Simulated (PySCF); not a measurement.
# Electric properties by functional and basis

Compound: GeH6S2Si.
Z-matrix (Å and degrees, PBE0-D3(BJ)/def2-SVP geometry), rows numbered from 1:
```
Si
S   1  2.1565
Ge  2  2.2263  1   98.60
S   3  2.2265  2  110.31  1    45.93
H   1  1.4913  2  105.26  3   159.32
H   1  1.4901  2  112.09  3   -81.95
H   1  1.4928  2  110.40  3    40.68
H   3  1.5362  2  111.47  1   -69.51
H   3  1.5362  2  105.64  1   167.76
H   4  1.3516  3   94.06  2    57.14
```

PySCF, dipoles from the SCF density, polarisabilities from static response with core orbitals frozen. Isolated species at its PBE0-D3(BJ)/def2-SVP geometry (one conformer only). Relativistic effects, spin–orbit coupling among them, are left out although an element past zinc is present.

Problem. Compare the levels for these properties.

Solution. 

```csv
level,μ (D),α (Å³),anisotropy (Å³)
LDA/def2-SVPD,0.366,16.07,4.72
PBE/def2-SVPD,0.361,15.75,4.59
B3LYP/def2-SVPD,0.350,15.30,4.23
PBE0/def2-SVPD,0.371,15.14,4.17
BHandHLYP/def2-SVPD,0.361,14.72,3.84
CAM-B3LYP/def2-SVPD,0.359,15.02,3.98
wB97X-D/def2-SVPD,0.370,14.91,3.91
LC-wPBE/def2-SVPD,0.390,14.59,3.77
HF/def2-SVPD,0.370,14.10,3.40
PBE0/6-31G*,0.354,12.20,3.77
PBE0/def2-SVP,0.464,12.43,3.56
PBE0/aug-cc-pVDZ,0.367,15.24,4.21
PBE0/def2-TZVP,0.405,14.19,4.06
PBE0/def2-TZVPD,0.406,15.26,4.19
```

The anisotropy is √(½[(α1 − α2)² + (α2 − α3)² + (α3 − α1)²]). The dipole runs from 0.35 D (B3LYP/def2-SVPD) to 0.46 D (PBE0/def2-SVP). No reference polarisability is at hand; against PBE0 in the largest diffuse basis at hand (def2-TZVPD) the other PBE0 rows deviate by 6-31G* -20%, def2-SVP -19%, def2-SVPD -1%, aug-cc-pVDZ 0%, def2-TZVP -7%. In one basis (def2-SVPD) the functionals order the polarisability from HF (lowest) to LDA (highest), a spread of 14%. With PBE0 the polarisability is 12.94 Å³ without diffuse functions (mean of 6-31G*, def2-SVP and def2-TZVP) and 15.21 Å³ with them (mean of def2-SVPD, aug-cc-pVDZ and def2-TZVPD).

Without π bonds the low states are Rydberg-like; a valence basis with one diffuse set may place them up to an eV too high.
